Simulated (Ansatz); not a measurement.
`[NH2][In]([Cl])[Br]` + H₂S → `[NH2][In]([SH])[Br]` + HCl at 500 K and 1 bar (ligand exchange at the In–Cl bond).

Calculated with Ansatz (gas phase, PBE0-D4/def2-TZVP geometries, no zero-point term in ΔE). CCSD(T)/CBS adds triple-zeta CCSD(T) − MP2 to the extrapolated MP2 energy (def2 sets, frozen cores). This one scheme is used for every species. def2 core potentials past Kr. For Br, In outer-core shells are correlated without core-valence functions, which leaves a few kJ/mol of doubt a bond. Scalar relativity is left out up to krypton. One conformer a species, not always the lowest.

```json
{"species": "`[NH2][In]([Cl])[Br]`", "CCSD(T)/CBS energy (Eh)": "-3278.93729", "H − E (kJ/mol)": "111.0", "S (J/(mol·K))": "418.8"}
{"species": "H₂S", "CCSD(T)/CBS energy (Eh)": "-398.97279", "H − E (kJ/mol)": "57.0", "S (J/(mol·K))": "224.0"}
{"species": "`[NH2][In]([SH])[Br]`", "CCSD(T)/CBS energy (Eh)": "-3217.52044", "H − E (kJ/mol)": "136.8", "S (J/(mol·K))": "436.6"}
{"species": "HCl", "CCSD(T)/CBS energy (Eh)": "-460.38127", "H − E (kJ/mol)": "32.5", "S (J/(mol·K))": "201.9"}
```

H − E and S are ideal-gas, rigid-rotor, harmonic terms from PBE0-D4/def2-TZVP, for one conformer and one mirror image of each species. 1 Eh = 2625.50 kJ/mol, R = 8.31446 J/(mol·K).

Task: By hand: ΔE, ΔH, ΔS and ΔG.

Result: ΔE = (-3217.52044) + (-460.38127) − (-3278.93729) − (-398.97279) = 0.00837 Eh = 22.0 kJ/mol. Δ(H − E) = 136.8 + 32.5 − 111.0 − 57.0 = 1.3, so ΔH = 23.3 kJ/mol. ΔS = 436.6 + 201.9 − 418.8 − 224.0 = -4.3 J/(mol·K). ΔG = 23.3 − 500 × (-4.3)/1000 = 25.4 kJ/mol.

Task: By hand: the equilibrium constant, and the temperature at which ΔG would vanish if ΔH and ΔS stayed fixed.

Result: log₁₀ K = −ΔG/(RT ln 10) = -2.7. ΔH and −TΔS have one sign here, so there is no such temperature. One of them is within its doubt of zero, so this could turn.

The number of gas molecules stays the same, so ΔS is small and ΔH decides. A doubt of 5 kJ/mol in ΔE shifts log₁₀ K by 0.5 here. Other conformers and mirror images would add mixing entropy, several J/(mol·K) or more a flexible species. These are equilibria of isolated gas molecules and say nothing of rates. Largest T1 diagnostic: 0.012 (customary marks: 0.02 for closed shells, 0.045 for open ones).
